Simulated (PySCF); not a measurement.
## Ir (iridium, neutral): UHF calculation

Configuration: [Xe] 4f14 5d9, 2D determinant (an excited configuration). All numbers are calculated (PySCF 2.14, a scalar-relativistic core potential, in def2-TZVPPD with the def2 core potential (60 electrons) (6s5p3d2f1g, 59 functions)).

```
Total energy                                                  : -103.347800 hartree
One-electron energy                                           : -182.0022 hartree
Hartree (Coulomb) energy                                      : 88.4754 hartree
Exchange energy                                               : -9.8210 hartree
⟨S²⟩                                                          : 0.7582
⟨L²⟩                                                          : 7.877
Sum of ⟨r⟩                                                    : 25.92 bohr
Sum of ⟨r²⟩                                                   : 49.68 bohr²
Traceless quadrupole moment −½Σ⟨3z² − r²⟩ along its main axis : 2.65 e·bohr²
```

```
shell  electrons  mean orbital energy (hartree)  spread (hartree)  rms radius, mean of both spins (bohr)
 5s α          1                       -4.11431                 0                                   1.07
 5s β          1                       -4.06193                 0                                   1.07
 5p α          3                       -2.32605           0.03215                                   1.24
 5p β          3                       -2.25189           0.04670                                   1.24
 5d α          5                       -0.32611           0.05330                                   2.06
 5d β          4                       -0.28821           0.05514                                   2.06
```

⟨L²⟩ = 7.88 against 6 for a pure D term, so this real determinant mixes terms. Energies and moments cover only the electrons outside the core potential. Spin-orbit coupling, absent here, splits the open shell strongly. The s, p, d and f populations moved away from the nominal configuration during the SCF.
